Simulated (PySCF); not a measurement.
Species: C2H5ClGeSi.
InChI=1S/C2H5ClGeSi/c3-5-2-1-4/h5H2,4H3

Method: PBE0-D3(BJ)/def2-SVP geometry optimisation, gas phase (PySCF 2.14.0).

Masses are those of the commonest isotopes; rigid-rotor values at the optimised geometry. 

Q: Give the principal moments of inertia and the rotational constants in MHz.

A: Ia = 70.41, Ib = 1075.31, Ic = 1133.27 u·Å²; 505379 MHz·u·Å²/I gives A = 7178, B = 470.0, C = 445.9 MHz.

Q: What kind of rotor is it?

A: A near-prolate asymmetric top: κ = (2 × 470.0 − 7178 − 445.9)/(7178 − 445.9) = -0.99.

Q: Is it planar, by Δ = Ic − Ia − Ib?

A: Not planar: Δ = Ic − Ia − Ib = -12.45 u·Å². For a rigid frame Δ = −2 Σ m c², so Σ m c² = 6.23 u·Å² lies off the ab plane, practically all of it from hydrogen. The atom farthest from that plane is 1.44 Å away.

Q: Give the other two planar moments, Paa and Pbb, and the rms extents of the mass along the axes.

A: Paa = Σ m a² = (Ib + Ic − Ia)/2 = 1069.09 and Pbb = Σ m b² = (Ia + Ic − Ib)/2 = 64.18 u·Å². With the mass M = 165.91 u, the rms extents √(P/M) along a, b and c are 2.54, 0.62, 0.19 Å.

Q: Where do the levels up to J = 5 lie, in MHz?

A: Above 0(0,0):
J = 1: 1(0,1) 916, 1(1,1) 7623, 1(1,0) 7648
J = 2: 2(0,2) 2748, 2(1,2) 9431, 2(1,1) 9503, 2(2,1) 29626, 2(2,0) 29626
J = 3: 3(0,3) 5495, 3(1,3) 12143, 3(1,2) 12287, 3(2,2) 32374, 3(2,1) 32374, 3(3,1) 65972, 3(3,0) 65972
J = 4: 4(0,4) 9158, 4(1,4) 15759, 4(1,3) 15999, 4(2,3) 36038, 4(2,2) 36038, 4(3,2) 69636, 4(3,1) 69636, 4(4,1) 116672, 4(4,0) 116672
J = 5: 5(0,5) 13737, 5(1,5) 20278, 5(1,4) 20638, 5(2,4) 40617, 5(2,3) 40619, 5(3,3) 74215, 5(3,2) 74215, 5(4,2) 121252, 5(4,1) 121252, 5(5,1) 181728, 5(5,0) 181728
The levels of one J sum to (2J + 1)J(J + 1)(A + B + C)/3.

Q: Which lines would a microwave search look for?

A: The dipole components are |μa| = 1.63 D, |μb| = 0.84 D, |μc| = 0.00 D. The squared components, which scale the intensities, stand as 1.00 : 0.26 : 0.00 (a : b : c). Some lines, for components of 0.1 D or more:

```csv
type,branch,"J(Ka,Kc)",MHz,lower level (cm⁻¹)
a,R,"2(0,2) ← 1(0,1)",1832,0.031
a,R,"3(1,3) ← 2(1,2)",2712,0.315
a,R,"3(2,2) ← 2(2,1)",2748,0.988
a,R,"3(2,1) ← 2(2,0)",2748,0.988
a,R,"3(1,2) ← 2(1,1)",2784,0.317
a,R,"4(1,4) ← 3(1,3)",3616,0.405
a,R,"4(0,4) ← 3(0,3)",3663,0.183
a,R,"4(2,3) ← 3(2,2)",3664,1.080
a,R,"4(3,1) ← 3(3,0)",3664,2.201
a,R,"4(2,2) ← 3(2,1)",3664,1.080
b,Q,"1(1,0) ← 1(0,1)",6732,0.031
b,Q,"2(1,1) ← 2(0,2)",6756,0.092
b,Q,"4(1,3) ← 4(0,4)",6841,0.305
b,Q,"4(2,2) ← 4(1,3)",20040,0.534
b,Q,"3(2,1) ← 3(1,2)",20087,0.410
b,Q,"2(2,1) ← 2(1,2)",20195,0.315
b,Q,"3(2,2) ← 3(1,3)",20231,0.405
b,R,"2(2,1) ← 1(1,0)",21979,0.255
b,R,"4(2,3) ← 3(1,2)",23750,0.410
b,Q,"3(3,0) ← 3(2,1)",33598,1.080
b,Q,"4(3,2) ← 4(2,3)",33598,1.202
b,R,"3(3,1) ← 2(2,0)",36346,0.988
b,R,"4(3,2) ← 3(2,1)",37261,1.080
b,R,"4(3,1) ← 3(2,2)",37262,1.080
b,Q,"4(4,0) ← 4(3,1)",47037,2.323
b,R,"4(4,1) ← 3(3,0)",50701,2.201
```

Whether it is a minimum is left open (no frequencies). These are rigid-rotor constants of the computed structure; measured ground-state constants (B0) also hold zero-point vibration. A rigid rotor knows nothing of internal rotation, which can split or shift real lines. Quadrupole hyperfine structure (35Cl) is left out.
